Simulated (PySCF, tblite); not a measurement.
Species: C₆H₁₄P (charge +1).
SMILES with atom numbers: `[CH2:1]=[CH:2][CH2:3][P@@H+:4]([CH3:5])[CH2:6][CH3:7]` (hydrogens: H8, H9 on C1; H10 on C2; H11, H12 on C3; H13 on P4; H14, H15, H16 on C5; H17, H18 on C6; H19, H20, H21 on C7)

Structure optimised with GFN2-xTB, isolated species.

**Question.** List the bond lengths, angles and torsions at this level.

**Answer.** 
```csv
bond,length (bohr)
C1=C2,2.494
C2–C3,2.844
C3–P4,3.438
P4–C5,3.407
P4–C6,3.436
C6–C7,2.886
C1–H8,2.036
C1–H9,2.033
C2–H10,2.045
C3–H11,2.070
C3–H12,2.069
P4–H13,2.609
"C5–H14, C5–H15, C5–H16",2.060
C6–H17,2.068
C6–H18,2.069
"C7–H19, C7–H20, C7–H21",2.055
```

Bonds in one row agree within 0.02 bohr and their mean is given. A selection of angles:
```csv
angle,degrees
C2–C1–H8,122.1
C2–C1–H9,121.5
H8–C1–H9,116.3
C1–C2–C3,123.7
C1–C2–H10,120.9
C3–C2–H10,115.4
C2–C3–P4,109.4
C2–C3–H11,110.6
C2–C3–H12,111.2
P4–C3–H11,108.3
P4–C3–H12,108.6
H11–C3–H12,108.7
C3–P4–C5,110.2
C3–P4–C6,112.5
C3–P4–H13,107.2
C5–P4–C6,112.2
C5–P4–H13,107.0
C6–P4–H13,107.4
P4–C5–H14,110.5
H14–C5–H15,109.3
P4–C6–C7,111.6
P4–C6–H17,107.8
P4–C6–H18,107.9
C7–C6–H17,110.6
C7–C6–H18,111.0
H17–C6–H18,107.8
C6–C7–H19,111.1
C6–C7–H20,109.5
H19–C7–H20,108.0
H19–C7–H21,108.7
```

Torsions: C1–C2–C3–P4 -117° (anticlinal); C2–C3–P4–C5 60° (synclinal); C3–P4–C6–C7 173° (antiperiplanar).

Of the pairs four or more bonds apart, C2···H16 is among the closest relative to their van der Waals radii: 2.94 Å, 101 % of the sum of Bondi's values. P4 (phosphonium phosphorus) is tetrahedral (angles from 107.0° to 112.5°). The 3 C–C bonds span 1.320 Å (C1=C2, drawn double) to 1.527 Å (C6–C7, drawn single), a spread of 0.207 Å. C1 (terminal =CH2 carbon) is planar (angles 122.1°, 121.5° and 116.3°, sum 360.0°, 0.01 Å off the plane of its three neighbours). C2 (alkene CH carbon) is planar (angles 123.7°, 120.9° and 115.4°, sum 360.0°, 0.01 Å off the plane of its three neighbours).

Point group: C1 (no symmetry element, even within 0.4 Å). Its GFN2-xTB frequencies are all real (lowest 46 cm⁻¹).

One conformer stands for the species.

All values are computed, not measured.
